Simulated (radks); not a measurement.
All-electron atom: W4+ in [Xe] 4f14 5d2 (the NIST ground configuration).

Calculated with a radial shooting solver on a logarithmic mesh with Libxc functionals: scalar-relativistic Kohn-Sham, RPBE, spin-polarised, spherical densities, finite nucleus; open shells are filled with parallel spins first (spin-orbit coupling, left out, can overturn this in heavy ions); Fermi nuclear charge, rms radius 5.3658 fm.

Energy parts (eV):
| part | energy |
|---|---|
| total | -439118.91 |
| kinetic | 483686.69 |
| electron-nucleus | -1082535.09 |
| Hartree | 168489.92 |
| exchange-correlation | -8760.42 |

Orbitals (lengths in bohr, moments of r in powers of bohr):
orbital	occ.	eigenvalue (eV)	<r^2>	<1/r>	<r^4>
1s down	1	-69516.26	0.0004631	87.05	5.818e-07
1s up	1	-69516.25	0.0004631	87.05	5.818e-07
2s up	1	-12035.44	0.007121	20.36	0.00008752
2s down	1	-12035.32	0.007121	20.36	0.00008752
2p up	3	-10532.73	0.005892	18.45	0.00006873
2p down	3	-10532.64	0.005892	18.45	0.00006873
3s up	1	-2805.382	0.04622	7.539	0.003217
3s down	1	-2805.355	0.04622	7.539	0.003217
3p up	3	-2360.181	0.04698	6.961	0.003461
3p down	3	-2360.148	0.04698	6.961	0.003461
3d up	5	-1847.755	0.03897	6.577	0.002675
3d down	5	-1847.681	0.03897	6.577	0.002675
4s up	1	-613.3245	0.2281	3.203	0.07551
4s down	1	-613.2295	0.2282	3.203	0.07551
4p up	3	-467.2601	0.2599	2.910	0.1007
4p down	3	-467.1753	0.2599	2.910	0.1006
4d up	5	-281.9829	0.3030	2.589	0.1483
4d down	5	-281.8815	0.3028	2.589	0.1479
5s up	1	-122.5236	1.263	1.257	2.323
5s down	1	-121.3880	1.251	1.265	2.278
5p up	3	-86.2314	1.690	1.069	4.271
5p down	3	-84.7077	1.675	1.077	4.212
4f up	7	-76.7003	0.4599	2.086	0.4903
4f down	7	-76.4560	0.4540	2.092	0.4729
5d up	2	-44.2326	3.151	0.7705	15.96
5d down	0	-42.4157	3.187	0.7692	16.39
6s up	0	-38.6520	6.735	0.5233	63.65
6s down	0	-37.4019	6.697	0.5206	62.60
6p up	0	-29.9874	9.372	0.4402	122.4

The highest occupied level is 5d up at -44.233 eV. Spin moment in Bohr magnetons: 2. For comparison, the ionisation energy in NIST's Atomic Spectra Database is 51.6 eV (semi-empirical). In exact Kohn-Sham theory the highest level is minus the ionisation energy, but local and semilocal functionals leave it too shallow, through self-interaction and a potential that decays too fast; potentials with the right tail come closer. The spin density at the nucleus is -12.76 e/bohr^3 (1s -0.04, 2s -0.90, 3s 0.13, 4s 1.06, 5s -13.02).
